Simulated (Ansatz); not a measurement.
`N[SiH2][Si](N)(F)F` + `B[TeH]` → `B[Te][SiH2]N` + `N[SiH](F)F`  (cleavage of the Si–Si bond)

Computed with Ansatz on PBE0-D4/def2-TZVP structures; ΔE is electronic, products minus reactants. CBS: MP2 limit from def2 TZ/QZ plus the TZ coupled-cluster correction, frozen cores. This one scheme is used for every species. DFT in def2-TZVPP. def2 core potentials past Kr. For Te outer-core shells are correlated without core-valence functions, which leaves a few kJ/mol of doubt a bond. One conformer a species, not always the lowest.

```
             species  PBE0-D4 energy (Eh)
`N[SiH2][Si](N)(F)F`           -891.59620
            `B[TeH]`           -294.64477
      `B[Te][SiH2]N`           -640.60570
        `N[SiH](F)F`           -545.66204
```

**Question.** Work out ΔE.

**Answer.** ΔE = (-640.60570) + (-545.66204) − (-891.59620) − (-294.64477) = -0.02677 Eh = -0.73 eV. CCSD(T)/CBS gives -0.82 eV.

Largest T1 diagnostic among the species: 0.015.

From PBE to PBE0 (25 % exact exchange), in def2-TZVPP and without D4, ΔE moves by −0.05 eV.
